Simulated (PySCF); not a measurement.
**Correlation energy of Hf (hafnium, neutral)**

[Xe] 4f14 5d2 6s1 6p1, one real determinant (an excited configuration). Calculation: PySCF 2.14, in def2-TZVPPD with the def2 core potential (60 electrons) (6s5p3d2f1g, 59 functions); scalar relativity through the core potential. Frozen: nothing; 12 electrons correlated.

```tsv
level	correlation energy (mhartree)
CCSD	-213.11
(T)	-5.70
CCSD(T)	-218.81
```

Diagnostics: T1 = 0.013, D1 = 0.0539, largest double amplitude 0.093.

Question: Is a single reference adequate?

Answer: Mostly. T1 lies below 0.03, but a double amplitude of this size points to a near-degeneracy that CCSD handles and MP2 describes poorly.

The reference is one real determinant that mixes LS terms of this configuration.

The basis has no tight functions for the innermost shells, so their pair energies are far from complete.

This basis was not built for core-valence correlation, so the inner-shell part is incomplete.
